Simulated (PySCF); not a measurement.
# Ionisation energy of Kr²⁺ by level of theory

Kr²⁺ [Ar] 3d10 4s2 4p4 (3P) → Kr³⁺ [Ar] 3d10 4s2 4p3 (4S), as a difference of total energies. Computed with PySCF 2.14 in aug-cc-pVDZ-PP with ECP10MDF, with scalar relativity through the core potential. Correlated levels: valence: 3s2 3p6 3d10 frozen. The calculations carry no spin-orbit coupling.

Question: Order these methods by the ionisation energy they give, lowest first.
A. MP2 (valence)
B. BP86
C. PBE
D. r2SCAN0

Answer: A (34.662 eV), C (35.398 eV), D (35.509 eV), B (35.589 eV).

The reference lies between the lowest fine-structure levels, while these numbers refer to the centres of the terms.

Errors of the correlated levels include the incompleteness of this basis and the frozen core.

For comparison: 35.838 ± 0.02 eV (measured; NIST Atomic Spectra Database, ionization energies).
